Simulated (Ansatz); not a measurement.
Input file for CH8N2Si2, SMILES `N=C([SiH3])[SiH2]N`:

```yaml
crystal:
  periodic: [false, false, false]
  atoms:
    - {symbol: N, position_ang: [-0.357696, 1.168747, 1.144573]}
    - {symbol: C, position_ang: [-0.135347, 0.055779, 0.552630]}
    - {symbol: Si, position_ang: [-0.227768, -1.612438, 1.457114]}
    - {symbol: Si, position_ang: [0.294618, 0.169611, -1.298954]}
    - {symbol: N, position_ang: [0.345123, 1.750156, -1.956408]}
    - {symbol: H, position_ang: [-0.583920, 1.039293, 2.136748]}
    - {symbol: H, position_ang: [1.083922, -2.311219, 1.400901]}
    - {symbol: H, position_ang: [-1.249534, -2.492828, 0.830317]}
    - {symbol: H, position_ang: [-0.595314, -1.334267, 2.873193]}
    - {symbol: H, position_ang: [1.627662, -0.469296, -1.467390]}
    - {symbol: H, position_ang: [-0.733013, -0.625470, -2.023772]}
    - {symbol: H, position_ang: [-0.523746, 2.261305, -2.003740]}
    - {symbol: H, position_ang: [1.075312, 2.365827, -1.630512]}
basis:
  gaussian: {orbitals: def2-TZVPP}
correlation: {method: ccsd_t}
```

```sh
$ ansatz run in.yaml --threads 4 --pin off --events-out ev --progress --plain --max-ram 10444MiB
```

Output of Ansatz, abridged:

```
Functional definition: HF
1673 factors; integrals over basis functions are off by at most 1.2e-3 eV
mean field evaluation 1: about -19841.8159 eV, gradient 4.4e1 eV
mean field evaluation 2: about -19842.1020 eV, gradient 4.4e1 eV
mean field evaluation 4: about -19847.0994 eV, gradient 5.0e0 eV
mean field evaluation 8: about -19847.2119 eV, gradient 4.4e-1 eV
mean field evaluation 16: about -19847.2135 eV, gradient 2.8e-6 eV
mean field -19847.21345805 eV, -729.3716416588 hartree, gradient 2.8e-6 eV, S^2 0.000000; 0 other end points of the search recorded, 0 dependent functions left out; unrestricted orbitals would lower it
13 core orbitals not correlated: weight in the atoms' cores, before any rotation towards them, 1.000 or more for the frozen orbitals, at most 0.000 for the correlated occupied ones
reference -19847.21345805 eV, -729.3716416588 hartree; 15, 15 occupied and 261, 261 virtual orbitals, 1673 factors
second order -22.46977697 eV of doubles, -0.00000000 eV of singles
cycle   1  -23.16488567 eV  change   -7.0e-1 eV  update   1.1e-1
cycle   2  -23.83806364 eV  change   -6.7e-1 eV  update   3.5e-2
cycle   3  -23.96795045 eV  change   -1.3e-1 eV  update   1.7e-2
cycle   4  -23.95720338 eV  change    1.1e-2 eV  update   4.3e-3
cycle   5  -23.95754230 eV  change   -3.4e-4 eV  update   2.0e-3
cycle   6  -23.95786932 eV  change   -3.3e-4 eV  update   5.1e-4
cycle   7  -23.95762589 eV  change    2.4e-4 eV  update   2.1e-4
cycle   8  -23.95761450 eV  change    1.1e-5 eV  update   7.9e-5
cycle   9  -23.95762872 eV  change   -1.4e-5 eV  update   3.2e-5
perturbative correction -1.00563441 eV, -0.0369563831 hartree
Total energy: -19872.17672119 eV, -730.2890246584 hartree
```

It took 4.2 min on 4 threads of an Arm Neoverse V1 on a shared host, with 8.6 GiB of host memory at the peak.

MP2 recovers 90.0 % of the CCSD(T) correlation energy and the triples give 4.0 %; T1 = 0.0126.
